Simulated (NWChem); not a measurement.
The numbers come from NWChem runs, not from measurements. System: Br2Si, charge 0, spin multiplicity 1, at a geometry optimised with B3LYP/def2-SVP. The structure started from a generated list of species. Level: RHF/def2-TZVP.

Part of the output:

```
             Northwest Computational Chemistry Package (NWChem) 7.3.0
             --------------------------------------------------------

                                NWChem Input Module
                                -------------------

 Scaling coordinates for geometry "geometry" by  1.889725989
 (inverse scale =  0.529177249)

 Turning off AUTOSYM since
 SYMMETRY directive was detected!

                             Geometry "geometry" -> ""
                             -------------------------

 Output coordinates in angstroms (scale by  1.889725989 to convert to a.u.)

  No.       Tag          Charge          X              Y              Z
 ---- ---------------- ---------- -------------- -------------- --------------
    1 Si                  14.0000     0.00000000     0.00000000    -1.18142900
    2 Br                  35.0000    -1.78168800     0.00000000     0.23628600
    3 Br                  35.0000     1.78168800     0.00000000     0.23628600

 Effective nuclear repulsion energy (a.u.)     409.6798336146

            Nuclear Dipole moment (a.u.)
            ----------------------------
        X                 Y               Z
 ---------------- ---------------- ----------------
     0.0000000000     0.0000000000     0.0000264562

      Symmetry information
      --------------------

 Group name             C2v
 Group number             16
 Group order               4
 No. of unique centers     2

      Symmetry unique atoms

     1    2


 Summary of "ao basis" -> "" (spherical)
 ------------------------------------------------------------------------------
       Tag                 Description            Shells   Functions and Types
 ---------------- ------------------------------  ------  ---------------------
 *                         def2-tzvp                  on all atoms

 Summary of "ao basis" -> "ao basis" (spherical)
 ------------------------------------------------------------------------------
       Tag                 Description            Shells   Functions and Types
 ---------------- ------------------------------  ------  ---------------------
 Si                        def2-tzvp                13       37   5s5p2d1f
 Br                        def2-tzvp                16       48   6s5p4d1f

                                 NWChem SCF Module
                                 -----------------

  ao basis        = "ao basis"
  functions       =   133
  atoms           =     3
  closed shells   =    42
  open shells     =     0
  charge          =   0.00
  wavefunction    = RHF
  use symmetry    = T
  symmetry adapt  = T

 Summary of "ao basis" -> "ao basis" (spherical)
 ------------------------------------------------------------------------------
       Tag                 Description            Shells   Functions and Types
 ---------------- ------------------------------  ------  ---------------------
 Si                        def2-tzvp                13       37   5s5p2d1f
 Br                        def2-tzvp                16       48   6s5p4d1f

      Symmetry analysis of basis
      --------------------------

        a1         48
        a2         19
        b1         41
        b2         25

 Forming initial guess at       0.1s

      Superposition of Atomic Density Guess
      -------------------------------------

 Sum of atomic energies:       -5433.63341064

      Non-variational initial energy
      ------------------------------

 Total energy =   -5433.961758
 1-e energy   =   -8383.045882
 2-e energy   =    2539.404290
 HOMO         =      -0.263851
 LUMO         =      -0.054102

      Symmetry analysis of molecular orbitals - initial
      -------------------------------------------------

  Numbering of irreducible representations:

     1 a1          2 a2          3 b1          4 b2

  Orbital symmetries:

     1 a1          2 b1          3 a1          4 a1          5 b1
     6 b1          7 a1          8 b1          9 a1         10 b2
    11 a2         12 a1         13 b1         14 a1         15 b1
    16 a1         17 b2         18 b1         19 a2         20 a1
    21 b1         22 a1         23 b2         24 a1         25 b1
    26 a1         27 b2         28 a2         29 b1         30 a1
[...]
                 1    -5433.7923596548  6.42D-01  1.60D-01      3.0
                 2    -5433.8330773442  1.79D-01  4.74D-02      3.1
                 3    -5433.8372923060  6.61D-03  2.14D-03      3.4
                 4    -5433.8373012795  2.23D-05  6.99D-06      3.8
                 5    -5433.8373012796  7.52D-09  2.66D-09      4.4

       Final RHF  results
       ------------------

         Total SCF energy =  -5433.837301279634
      One-electron energy =  -8384.538127836397
      Two-electron energy =   2541.020992942159
 Nuclear repulsion energy =    409.679833614603

        Time for solution =      1.5s

       Symmetry analysis of molecular orbitals - final
       -----------------------------------------------

  Numbering of irreducible representations:

     1 a1          2 a2          3 b1          4 b2

  Orbital symmetries:

     1 a1          2 b1          3 a1          4 a1          5 b1
     6 b1          7 a1          8 b2          9 a2         10 b1
    11 a1         12 b1         13 a1         14 b1         15 a1
    16 a2         17 b2         18 b1         19 a1         20 a1
    21 b1         22 b2         23 a1         24 b1         25 a1
    26 a2         27 b2         28 b1         29 a1         30 a2
    31 b2         32 b1         33 a1         34 a1         35 b1
    36 a1         37 b1         38 a1         39 b2         40 a2
    41 b1         42 a1         43 b2         44 b1         45 a1
    46 a1         47 b1         48 b2         49 a1         50 b1
    51 a1         52 a2

             Final eigenvalues
             -----------------

              1
    1 -490.0261
    2 -490.0261
    3  -68.8876
    4  -65.1689
    5  -65.1689
    6  -58.5235
    7  -58.5235
    8  -58.5231
    9  -58.5231
   10  -58.5228
   11  -58.5228
   12   -9.8424
   13   -9.8424
   14   -7.4521
   15   -7.4521
   16   -7.4495
   17   -7.4495
   18   -7.4484
   19   -7.4484
   20   -6.2277
   21   -4.3280
   22   -4.3278
   23   -4.3270
   24   -3.1938
   25   -3.1938
   26   -3.1928
   27   -3.1928
   28   -3.1913
   29   -3.1913
   30   -3.1882
   31   -3.1882
   32   -3.1881
   33   -3.1881
   34   -1.0346
   35   -1.0074
   36   -0.6470
   37   -0.5030
   38   -0.4709
   39   -0.4576
   40   -0.4283
   41   -0.4150
   42   -0.3643
   43   -0.0030
   44    0.0983
   45    0.0992
   46    0.2300
   47    0.2580
   48    0.2601
   49    0.2710
   50    0.2899
   51    0.2921
   52    0.3101

                       ROHF Final Molecular Orbital Analysis
                       -------------------------------------

 Vector   40  Occ=2.000000D+00  E=-4.283001D-01  Symmetry=a2
              MO Center=  1.4D-13,  6.8D-16,  1.8D-01, r^2= 4.6D+00
   Bfn.  Coefficient  Atom+Function         Bfn.  Coefficient  Atom+Function
  ----- ------------  ---------------      ----- ------------  ---------------
    54      0.380367  2 Br py               102     -0.380367  3 Br py
    48     -0.245414  2 Br py                96      0.245414  3 Br py
    57      0.222255  2 Br py               105     -0.222255  3 Br py
    51      0.214486  2 Br py                99     -0.214486  3 Br py

 Vector   41  Occ=2.000000D+00  E=-4.150238D-01  Symmetry=b1
              MO Center=  9.0D-14,  2.7D-16,  1.7D-01, r^2= 4.8D+00
   Bfn.  Coefficient  Atom+Function         Bfn.  Coefficient  Atom+Function
  ----- ------------  ---------------      ----- ------------  ---------------
    53      0.320066  2 Br px               101      0.320066  3 Br px
    55      0.231696  2 Br pz               103     -0.231696  3 Br pz
    47     -0.206413  2 Br px                95     -0.206413  3 Br px
    56      0.185875  2 Br px               104      0.185875  3 Br px
    50      0.180853  2 Br px                98      0.180853  3 Br px

 Vector   42  Occ=2.000000D+00  E=-3.643179D-01  Symmetry=a1
              MO Center=  4.1D-14,  4.1D-17, -8.7D-01, r^2= 4.1D+00
   Bfn.  Coefficient  Atom+Function         Bfn.  Coefficient  Atom+Function
  ----- ------------  ---------------      ----- ------------  ---------------
     5      0.445059  1 Si s                  4      0.387623  1 Si s
    17     -0.276493  1 Si pz                55      0.266530  2 Br pz
   103      0.266530  3 Br pz                 3     -0.218244  1 Si s
    58      0.186205  2 Br pz               106      0.186205  3 Br pz
    49     -0.170699  2 Br pz                97     -0.170699  3 Br pz

 Vector   43  Occ=0.000000D+00  E=-3.047103D-03  Symmetry=b2
              MO Center= -2.7D-14, -4.4D-14, -1.1D+00, r^2= 3.8D+00
   Bfn.  Coefficient  Atom+Function         Bfn.  Coefficient  Atom+Function
  ----- ------------  ---------------      ----- ------------  ---------------
    19      0.690341  1 Si py                16      0.391522  1 Si py
    57     -0.244059  2 Br py               105     -0.244059  3 Br py

 Vector   44  Occ=0.000000D+00  E= 9.833600D-02  Symmetry=b1
              MO Center= -4.9D-14, -1.2D-15, -1.1D+00, r^2= 5.8D+00
   Bfn.  Coefficient  Atom+Function         Bfn.  Coefficient  Atom+Function
  ----- ------------  ---------------      ----- ------------  ---------------
    18      1.202886  1 Si px                43      0.596211  2 Br s
    91     -0.596211  3 Br s                 58     -0.390858  2 Br pz
   106      0.390858  3 Br pz                15      0.287622  1 Si px
    56      0.200976  2 Br px               104      0.200976  3 Br px

 Vector   45  Occ=0.000000D+00  E= 9.916157D-02  Symmetry=a1
              MO Center= -9.8D-16,  1.6D-15, -7.9D-01, r^2= 6.2D+00
   Bfn.  Coefficient  Atom+Function         Bfn.  Coefficient  Atom+Function
  ----- ------------  ---------------      ----- ------------  ---------------
    20      1.009752  1 Si pz                 5      0.692433  1 Si s
    43     -0.520610  2 Br s                 91     -0.520610  3 Br s
    56     -0.498846  2 Br px               104      0.498846  3 Br px
     4      0.343716  1 Si s                 17      0.235400  1 Si pz
     3     -0.184978  1 Si s

 center of mass
 --------------
 x =   0.00000000 y =   0.00000000 z =   0.04742724

 moments of inertia (a.u.)
 ------------------
         170.892694248178           0.000000000000           0.000000000000
           0.000000000000        1982.764355885990           0.000000000000
           0.000000000000           0.000000000000        1811.871661637812

  Mulliken analysis of the total density
  --------------------------------------

    Atom       Charge   Shell Charges
 -----------   ------   -------------------------------------------------------
    1 Si  14    13.45   2.00  0.59  1.37  1.17  0.63  4.10  1.74  0.37  0.89  0.26  0.08  0.19  0.04
    2 Br  35    35.28   2.00  2.00  1.16  0.78  0.99  1.00  6.00  5.94  1.24  2.85  1.27  8.98  1.02 -0.01  0.04  0.00
    3 Br  35    35.28   2.00  2.00  1.16  0.78  0.99  1.00  6.00  5.94  1.24  2.85  1.27  8.98  1.02 -0.01  0.04  0.00

       Multipole analysis of the density wrt the origin
       ------------------------------------------------

     L   x y z        total         open         nuclear
     -   - - -        -----         ----         -------
     0   0 0 0     -0.000000      0.000000     84.000000

     1   1 0 0     -0.000000      0.000000      0.000000
     1   0 1 0     -0.000000      0.000000      0.000000
     1   0 0 1     -0.502014      0.000000      0.000026

     2   2 0 0    -39.581803      0.000000    793.522091
     2   1 1 0     -0.000000      0.000000      0.000000
     2   1 0 1      0.000000      0.000000      0.000000
     2   0 2 0    -35.837091      0.000000      0.000000
     2   0 1 1      0.000000      0.000000      0.000000
     2   0 0 2    -37.202175      0.000000     83.737951

 Task  times  cpu:        4.4s     wall:        4.4s

 Total times  cpu:        4.4s     wall:        4.4s
```

Problem. Write an NWChem input that would produce this output.

Solution. One answer among several that fit: 
```
start mol
memory heap 200 mb stack 900 mb global 1100 mb
geometry units angstroms nocenter noautoz
  Si     0.000000     0.000000    -1.181429
  Br    -1.781688     0.000000     0.236286
  Br     1.781688     0.000000     0.236286
  symmetry group C2v
end
basis spherical
  * library def2-tzvp
end
scf
  rhf
  nopen 0
  maxiter 100
  thresh 1e-7
  semidirect memsize 60000000 filesize 0
end
task scf energy
```
